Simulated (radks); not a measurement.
Q: The mean radii <r> (bohr) of the occupied orbitals of an atom or ion are listed with their occupations. Calculated with a radial shooting solver on a logarithmic mesh with Libxc functionals: scalar-relativistic Kohn-Sham, PBEsol, spin-polarised, spherical densities, point nucleus.

| orbital | occ. | <r> |
|---|---|---|
| 1s up | 1 | 0.05034 |
| 1s down | 1 | 0.05034 |
| 2s down | 1 | 0.2264 |
| 2s up | 1 | 0.2263 |
| 2p down | 3 | 0.1984 |
| 2p up | 3 | 0.1984 |
| 3s up | 1 | 0.6821 |
| 3s down | 1 | 0.6817 |
| 3p up | 3 | 0.7146 |
| 3p down | 3 | 0.7136 |
| 3d up | 5 | 0.9046 |
| 3d down | 5 | 0.8889 |
| 4s up | 1 | 2.378 |

Name the element and its charge. Open shells, if any, are filled with parallel spins first.

A: Z = 30, zinc, charge +1: Zn+ in [Ar] 3d10 4s1. The 1s radius gives Z: for a bare nucleus <r> = (2 gamma + 1)/(2Z) with gamma = sqrt(1 - (Z/c)^2), 0.04919 bohr for Z = 30, and screening makes it slightly larger (0.05034 here). The occupations add up to 29, and the charge is Z minus that.
